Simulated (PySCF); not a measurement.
**Computed structure and properties of [Pb(CCH)]+**

System: [Pb(CCH)]+ (singlet); start: template (C∞v). Method: PySCF 2.14.0, RKS r2SCAN, Pb def2-SVP with ECP60, C def2-SVP, H def2-SVP; non-relativistic Hamiltonian with scalar-relativistic core potentials where named; density fitting; no spin-orbit coupling.

Input of the relaxation:

```python
mol = gto.M(atom='''
Pb     0.00000     0.00000    -0.32729
C      0.00000     0.00000     2.04421
C      0.00000     0.00000     3.26421
H      0.00000     0.00000     4.33421''',
    basis={'Pb': 'def2-SVP', 'C': 'def2-SVP', 'H': 'def2-SVP'},
    ecp={'Pb': 'def2-SVP'},
    charge=1, spin=0)
mf = dft.RKS(mol, xc='R2SCAN')
mf.grids.atom_grid = (50, 194)
mf = mf.density_fit()  # fitting sets: Pb def2-universal-JKFIT, C def2-universal-JKFIT, H def2-universal-JKFIT
mf.conv_tol = 1e-08; mf.max_cycle = 55
mf.kernel(dm0)  # dm0: converged density of the start geometry
# quasi-Newton relaxation in Cartesian coordinates to a largest gradient under 0.00045 Eh/bohr, steps kept in the point group
```

Run from Python with OMP_NUM_THREADS=2; the lines above give its settings. Where DIIS fails, smearing, a level shift and second-order steps follow.
It took 5.4 s on 2 threads of Arm Neoverse V2, on a shared host, from the converged density of the start.

Course of the relaxation:

| step | energy above end (eV) | largest force component within the symmetry (eV/Å) |
| --- | --- | --- |
| 0 | 0.2651 | 3.403 |
| 1 | 0.0313 | 1.576 |
| 2 | 0.0163 | 1.095 |
| 3 | 0.0001 | 0.058 |
| 4 | 0.0000 | 0.022 |
| 5 | 0.0000 | 0.004 |

Relaxed geometry (C∞v):

```xyz
4

Pb    0.0000    0.0000   -0.1847
C     0.0000    0.0000    1.9843
C     0.0000    0.0000    3.2169
H     0.0000    0.0000    4.2989
```

| contact | Å |
| --- | --- |
| Pb1–C2 (CCH) | 2.169 |

On the finer grid (75, 302):

The HOMO is -12.37 eV, the LUMO is -9.10 eV and the dipole about the centre of mass is 1.16 D. The set of Mulliken populations of Pb1 outside the core potential is s 3.94, p 6.92, d 10.05 and the D3(BJ) dispersion energy (not in the energies) is -0.020 eV.

```tsv
atom	Mulliken (e)	Löwdin (e)	spin (e)
Pb1	1.09	1.06	0.00
C2	-0.17	-0.28	0.00
C3	-0.05	0.14	0.00
H4	0.13	0.08	0.00
```

No frequency check is given here. The steps kept the symmetry C∞v of the start, so a lower state may lie off it.

Taking off one CCH (charge -1, singlet; the rest: singlet) in vacuum, both parts rigid, costs 15.75 eV; the small basis without counterpoise inflates it. Most of it is the attraction of opposite charges; other ways to part are cheaper, and one spin state was tried for the rest.

Rigid scan of CCH along the line from its metal, all other atoms held (where the atom bridges, its other bond changes as well):

(distance to C2 (Å), energy (eV)): (1.87, 1.062), (1.97, 0.410), (2.07, 0.090), (2.17, 0.000), (2.27, 0.070), (2.37, 0.250), (2.57, 0.797), (2.87, 1.785), (3.27, 3.008), (3.77, 4.135)

One start shape was tried, so this needn't be the lowest isomer.
